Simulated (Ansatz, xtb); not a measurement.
Relaxing a trial structure of GaGeH5N

The starting geometry of this gas-phase doublet was built from a drawn formula by distance geometry; its bonds are those of `[NH2][GeH2][GaH]`.

```yaml
atoms:
  - { symbol: Ga, position_ang: [2.7490, -2.1349, 0.3855] }
  - { symbol: Ge, position_ang: [0.6441, -1.1847, 0.2126] }
  - { symbol: N, position_ang: [-0.6565, -2.1377, 1.0914] }
  - { symbol: H, position_ang: [-1.5805, -1.5881, 1.0163] }
  - { symbol: H, position_ang: [-0.3940, -2.1974, 2.0757] }
  - { symbol: H, position_ang: [0.8209, 0.2095, 0.8585] }
  - { symbol: H, position_ang: [0.2567, -1.0725, -1.2659] }
  - { symbol: H, position_ang: [3.9050, -1.4053, 1.1482] }
```

Problem. Predict what it relaxes into with r2SCAN-D4/def2-SVP.

Solution. It keeps its bonds, and is `[NH2][GeH2][GaH]`.

The energy falls by 0.35 eV over 17 steps:

```json
{"step": "1", "E − E(last) (eV)": "0.350"}
{"step": "3", "E − E(last) (eV)": "0.068"}
{"step": "5", "E − E(last) (eV)": "0.061"}
{"step": "6", "E − E(last) (eV)": "0.059"}
{"step": "8", "E − E(last) (eV)": "0.053"}
{"step": "10", "E − E(last) (eV)": "0.024"}
{"step": "12", "E − E(last) (eV)": "0.002"}
{"step": "13", "E − E(last) (eV)": "0.000"}
{"step": "15", "E − E(last) (eV)": "0.000"}
{"step": "17", "E − E(last) (eV)": "0.000"}
```

Final geometry (Å):

```xyz
8

Ga    2.8098   -2.0185    1.1102
Ge    0.6623   -1.0323    0.3950
N    -0.6802   -2.1383    1.0333
H    -1.6174   -1.8030    0.8104
H    -0.6359   -2.2715    2.0431
H     0.5796    0.4389    0.9056
H     0.4479   -0.9871   -1.1335
H     4.1786   -1.6994    0.3581
```

From the same start GFN2-xTB ends elsewhere, differing in Ga1–N3 (2.14 against 3.49 Å here).

The end wasn't checked by frequencies. Open shells are spin-unrestricted. Run with Ansatz 0.2.0, 110 s on 2 threads of Intel(R) Xeon(R) Platinum 8488C (Sapphire Rapids) (shared host).
